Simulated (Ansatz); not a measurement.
Calculated with Ansatz (gas phase, PBE0-D4/def2-TZVP geometries, no zero-point term in ΔE). CBS: MP2 limit from def2 TZ/QZ plus the TZ coupled-cluster correction, frozen cores. Functionals use def2-TZVPP. B3LYP here is the variant with VWN-RPA as its local correlation; programs differ in this. HSE06 is defined as in plane-wave codes. def2 core potentials past Kr. For Br, In outer-core shells are correlated without core-valence functions, which leaves a few kJ/mol of doubt a bond. Scalar relativity is left out up to krypton. Each species was taken in one conformer, which may not be the lowest.

`C[N](C)[InH][Br]` + `C[Si]Br` → `[Br][InH][Br]` + `C[Si]N(C)C`  (redistribution)

`C[N](C)[InH][Br]`:

Cartesian coordinates in Å:
```
C 0.026 0.332 -1.476
N 0.023 0.009 -0.073
C -1.242 0.265 0.565
In 1.624 -0.718 0.875
Br 1.121 -1.111 3.269
H 1.000 0.126 -1.930
H -0.202 1.394 -1.648
H -0.726 -0.253 -2.027
H -1.204 0.008 1.625
H -2.050 -0.324 0.104
H -1.526 1.325 0.484
H 3.155 -1.055 0.230
```

`C[Si]Br`:

```xyz
6

C    -0.412   -0.396    0.243
Si    0.752   -0.167   -1.226
Br    1.594    1.858   -0.664
H     0.155   -0.384    1.180
H    -0.958   -1.340    0.170
H    -1.131    0.429    0.298
```

`[Br][InH][Br]`:

```xyz
4

Br   -1.422   -1.686   -0.735
In    0.058    0.009    0.245
Br    0.918    1.607   -1.407
H     0.446    0.070    1.897
```

`C[Si]N(C)C`:

Cartesian coordinates in Å:
```
C 2.079 0.794 -0.652
Si 1.337 0.037 0.935
N -0.291 -0.238 0.454
C -0.941 0.026 -0.808
C -1.203 -0.822 1.416
H 2.022 0.106 -1.503
H 1.579 1.725 -0.940
H 3.134 1.024 -0.482
H -0.248 0.465 -1.523
H -1.783 0.717 -0.676
H -1.343 -0.898 -1.241
H -2.050 -0.153 1.614
H -1.608 -1.773 1.048
H -0.682 -1.009 2.357
```

```
             level  ΔE (kJ/mol)  difference from CCSD(T)/CBS
       LDA (SPW92)       -101.0                         -1.6
            PBE-D4        -99.8                         -0.4
           BLYP-D4       -101.4                         -2.0
         r2SCAN-D4       -107.6                         -8.2
            B97M-V       -107.3                         -7.9
        r2SCANh-D4       -109.1                         -9.7
        r2SCAN0-D4       -111.4                        -12.0
          HSE06-D4       -106.6                         -7.2
          BHLYP-D4       -113.0                        -13.6
      CAM-B3LYP-D4       -108.5                         -9.1
           ωB97X-V       -106.7                         -7.3
           ωB97M-V       -105.3                         -5.9
            B2PLYP       -104.4                         -5.0
          PBE-QIDH       -108.2                         -8.8
            revPBE        -97.5                          1.9
              BLYP        -98.9                          0.5
            r2SCAN       -107.2                         -7.8
              PBE0       -106.1                         -6.7
             B3LYP       -105.0                         -5.6
           r2SCANh       -108.8                         -9.4
           r2SCAN0       -111.1                        -11.7
             HSE06       -106.0                         -6.6
             BHLYP       -112.9                        -13.5
         CAM-B3LYP       -107.8                         -8.4
           LC-ωPBE       -107.3                         -7.9
RPA@PBE/def2-TZVPP        -97.7                          1.7
       HF/def2-SVP       -119.9                        -20.5
      MP2/def2-SVP       -111.4                        -12.0
  CCSD(T)/def2-SVP       -109.1                         -9.7
     HF/def2-TZVPP       -120.8                        -21.4
    MP2/def2-TZVPP       -102.1                         -2.7
SCS-MP2/def2-TZVPP       -103.7                         -4.3
   CCSD/def2-TZVPP       -104.5                         -5.1
CCSD(T)/def2-TZVPP       -102.7                         -3.3
     HF/def2-QZVPP       -121.0                        -21.6
    MP2/def2-QZVPP       -100.3                         -0.9
SCS-MP2/def2-QZVPP       -102.1                         -2.7
      HF/CBS(def2)       -121.0                        -21.6
     MP2/CBS(def2)        -98.8                          0.6
    CCSD/CBS(def2)       -101.1                         -1.7
       CCSD(T)/CBS        -99.4                            0
```

(1) What do rigid-rotor, harmonic-oscillator terms from PBE0-D4/def2-TZVP frequencies (298.15 K, 1 bar) make of the CCSD(T)/CBS value? (An estimate is asked.)

Largest T1 diagnostic among the species: 0.014.

Results:

(1) Ansatz gave: ΔZPE = +4.9 kJ/mol, ΔH = -96.3 kJ/mol, ΔS = -23 J/(mol·K), ΔG = -89.6 kJ/mol.

Leaving LDA and LC-ωPBE aside and taking each functional with its dispersion term where it has one, the values spread over 13.2 kJ/mol, from BHLYP-D4 to PBE-D4. At CCSD(T), def2-SVP lies −9.8 kJ/mol from the extrapolated value and def2-TZVPP −3.4 kJ/mol.
